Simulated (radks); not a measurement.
Q: Kr3+, 33 electrons, occupied as [Ar] 3d10 4s2 4p3. All-electron calculation, Dirac Kohn-Sham, SOGGA, spin-unpolarised, spherical densities, finite nucleus; open shells fill j = l - 1/2 first; Fermi nuclear charge, rms radius 4.1884 fm. Program: a radial shooting solver on a logarithmic mesh with Libxc functionals.

Spin-orbit splittings of the eigenvalues, e(l+1/2) - e(l-1/2), with zeta = 2 splitting/(2l+1) and mean radii in bohr:

shell  occ.  splitting (eV)  zeta (eV)  <r> j=l-1/2  <r> j=l+1/2
2p        6           53.78      35.85       0.1574       0.1614
3p        6           7.928      5.286       0.5332       0.5436
3d       10               ?          ?       0.5514       0.5553
4p        3          0.8950     0.5967        1.645        1.671
4d        0         0.08495    0.03398        2.324        2.333

Estimate the 3d splitting.

A: 1.309 eV (zeta = 0.5236 eV).
